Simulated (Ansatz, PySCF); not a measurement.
Reaction (SMILES): [TeH][TeH] → 2 [TeH] (HTe) (the Te-Te bond at the site shown breaks; other sites are not compared here)
Each molecule is optimised on its own at B3LYP-D3(BJ)/def2-TZVP (Ansatz, a quantum-chemistry and plane-wave program), one conformer each, not searched for the lowest.

Property: bond dissociation energy (enthalpy at 298 K, with B3LYP-D3(BJ) rigid-rotor harmonic-oscillator terms from PySCF), in eV. Cores are frozen in the correlated levels unless marked. Open shells are spin-unrestricted. No spin-orbit coupling. Frozen are the shells of the preceding noble gas and the d and f shells that filled before the atom's block. Past Kr the def2 sets carry scalar-relativistic core potentials. CBS marks a two-point X^-3 extrapolation of the correlation energy; Hartree-Fock from the larger set.

```csv
level,program,bond dissociation energy (eV)
BLYP-D3(BJ)/def2-TZVPD,Ansatz + dftd3,2.17
BLYP-D4/def2-TZVPD,Ansatz + dftd4,2.16
B3LYP-D3(BJ)/def2-TZVPD,Ansatz + dftd3,___
HSE06/def2-TZVPD,Ansatz,2.13
B2PLYP-D3(BJ)/def2-TZVPD,Ansatz + dftd3,2.07
CCSD/def2-QZVPP,Ansatz,1.92
"CCSD(T)/CBS(def2-TZVPPD,def2-QZVPPD)",Ansatz,___
```

Problem. Complete the blanks.

Solution. 
- B3LYP-D3(BJ)/def2-TZVPD, bond dissociation energy (eV): 2.12
- CCSD(T)/CBS(def2-TZVPPD,def2-QZVPPD), bond dissociation energy (eV): 2.14
